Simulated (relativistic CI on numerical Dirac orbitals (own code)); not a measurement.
## Nd²⁺: q coefficients and field-shift factors

These numbers are calculated, not measured: Dirac-Coulomb-Breit CI, separate exchange-only KLI orbitals for each configuration, valence Slater integrals scaled by 0.85, P86 correlation energy added to each configuration, derivatives by finite differences, QED left out (own radial code, finite nucleus).

Configurations in the expansion (outside the closed core [Xe]): 4f⁴, 4f³5d, 4f³6s, 4f³6p, 4f²6s². Levels of other configurations are missing.

With x = (α/α₀)² − 1 an excitation energy changes as ω = ω₀ + qx; K = 2q/ω₀ is the relative enhancement. Terms are leading LS components, so labels can repeat. The field-shift factor is F = δν/δ⟨r²⟩ for the transition from the lowest level.

Lowest level 4f⁴ ⁵I4.

| Level | ω₀ (cm⁻¹) | q (cm⁻¹) | K | F (GHz/fm²) |
| --- | --- | --- | --- | --- |
| 4f⁴ ⁵I5 | 1098.3 | 1055 | 1.92 | 0.0566 |
| 4f⁴ ⁵I6 | 2315.0 | 2131 | 1.84 | 0.116 |
| 4f⁴ ⁵I7 | 3616.0 | 3178 | 1.76 | 0.177 |
| 4f³5d ⁵L°6 | 3958.9 | -24520 | -12.4 | 7.44 |
| 4f³5d ⁵K°5 | 4380.2 | -24110 | -11 | 7.41 |
| 4f⁴ ⁵I8 | 4974.3 | 4168 | 1.68 | 0.237 |
| 4f³5d ⁵L°7 | 5627.1 | -22890 | -8.14 | 7.54 |
| 4f³5d ⁵K°6 | 5886.0 | -22620 | -7.68 | 7.5 |
| 4f³5d ⁵L°8 | 7417.6 | -21230 | -5.72 | 7.63 |
| 4f³5d ⁵K°7 | 7477.8 | -21170 | -5.66 | 7.58 |
| 4f³5d ⁵K°8 | 9144.7 | -19750 | -4.32 | 7.66 |
| 4f³5d ⁵L°9 | 9305.1 | -19570 | -4.21 | 7.73 |
| 4f³5d ³I°5 | 9638.4 | -22880 | -4.75 | 7.47 |

Correlation outside the listed configurations is missing or only estimated: errors of thousands of cm⁻¹ between configurations and terms are usual at this charge. Rates and lifetimes follow the computed energies and can be off by large factors. The fine structure of a lone outer electron comes out too small, for d and f at times inverted, and misplaced configurations move strength between like terms.
